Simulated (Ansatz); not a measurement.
Reactions of F$_{2}$H$_{2}$SSi (`F[SiH](F)S`).

Program: Ansatz. Geometries: PBE0-D4/def2-TZVP. ΔE: electronic, gas phase. CCSD(T)/CBS is the MP2 limit (def2-TZVPP, def2-QZVPP) plus CCSD(T) − MP2 in def2-TZVPP, frozen cores. This one scheme is used for every species. DFT in def2-TZVPP. Each species was taken in one conformer, which may not be the lowest.

```csv
reaction,B2PLYP (kJ/mol),HF/CBS(def2) (kJ/mol)
`F[SiH](F)S` + `N[SiH](Cl)Cl` → `F[SiH](F)N[SiH](Cl)Cl` + H₂S,-16,-24
`F[SiH](F)S` + `O[SiH2]F` → `F[SiH2]O[SiH](F)F` + H₂S,-78,-102
`F[SiH](F)S` + `[SiH3]S[SiH2]S` → `F[SiH](F)S[SiH3]` + `S[SiH2]S`,0,-5
`F[SiH](F)S` + `F[Si](F)(F)B(Cl)Cl` → `F[SiH](F)[Si](F)(F)F` + `SB(Cl)Cl`,-1,4
`F[SiH](F)S` + `N[SiH](O)O` → `O[SiH](O)N[SiH](F)F` + H₂S,-23,-34
```

(1) Give the CCSD(T)/CBS values in the same order. (Best estimate.)

Largest T1 diagnostic: 0.013, for `F[Si](F)(F)B(Cl)Cl`.

Results:

(1) The calculation gave: -20, -77, 2, 2, -25 kJ/mol.
